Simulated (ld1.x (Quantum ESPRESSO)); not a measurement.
## rhodium, TM: configuration errors across variants

* Element: Rh
* Generator: ld1.x (Quantum ESPRESSO) 7.5
* Type: norm-conserving Troullier–Martins (Kleinman–Bylander form)
* Functional: PBE
* Relativity: fully relativistic
* Frozen core: [Kr]
* Valence charge: 9
* Reference configuration: 4d8.5 5s0.5 5p0
* Partial waves: 5p (bound, empty): rc 3.40 bohr; 4d (bound): rc 1.50 bohr; 5s (bound): rc 1.90 bohr
* Local potential: the s channel
* Core correction: none

Open shells are filled in proportion to 2j + 1 (rel_dist='average').

All-electron excitation energies from the reference (eV): (1) 4d8 5s1 5p0 0.631; (2) 4d8 5s0 5p0 8.093; (3) 4d7 5s0 5p0 27.604; (4) 4d6 5s0 5p0 60.106; (5) 4d8 5s0.5 5p0 3.551; (6) 4d7 5s1 5p1 7.246; (7) 4d8 5s0 5p1 4.232.

Tests that are not counted but printed errors over 1 eV. “all radii scaled by about 0.77 (s 1.46, p 2.62, d 1.16 bohr)”: 4d7 5s1 5p1 (solver errors, printed error -8.9 eV). “all radii scaled by about 0.84 (s 1.60, p 2.86, d 1.26 bohr)”: 4d7 5s1 5p1 (solver errors, printed error -8.9 eV).

A true bound ghost makes a file unfit for plane-wave use even where its test errors are small: the radial tests pick states by their node count and pass the ghost by. Where a test does run into it, the solver fails or the error is huge.

Errors AE − PS in meV (a dash: test not solved or not reliable):

```tsv
change	(1)	(2)	(3)	(4)	(5)	(6)	(7)	bound ghosts
base	-14	+3.7	-129	-582	-8.3	-165	-15	none
all radii scaled by about 0.77 (s 1.46, p 2.62, d 1.16 bohr)	-63	+11	-85	-456	-43	–	-11	p3/2, p1/2
all radii scaled by about 0.84 (s 1.60, p 2.86, d 1.26 bohr)	+1052	+7.3	-94	-475	+897	–	-15	p3/2, p1/2, s (extra level of the local part)
all radii scaled by about 0.89 (s 1.70, p 3.04, d 1.34 bohr)	-8.6	+1.3	-107	-503	-1.6	+529	-20	p1/2
all radii scaled by about 0.95 (s 1.82, p 3.24, d 1.42 bohr)	-11	+4.6	-117	-545	-6.0	-128	-15	none
all radii scaled by about 1.10 (s 2.10, p 3.74, d 1.66 bohr)	-19	+1.4	-149	-637	-11	-205	-13	none
all radii scaled by about 1.18 (s 2.24, p 4.02, d 1.78 bohr)	-21	+0.6	-155	-650	-13	-211	-10	none
all radii scaled by about 1.24 (s 2.34, p 4.20, d 1.86 bohr)	-21	+0.4	-155	-645	-13	-204	-8.0	none
all radii scaled by about 1.37 (s 2.60, p 4.66, d 2.06 bohr)	-20	+0.2	-153	-624	-13	-183	-3.3	none
```

(1) Give the same row for: all radii scaled by about 1.31 (s 2.48, p 4.44, d 1.96 bohr).

Answers

(1) -21, +0.3, -154, -637, -13, -196, -5.6; bound ghosts: none.
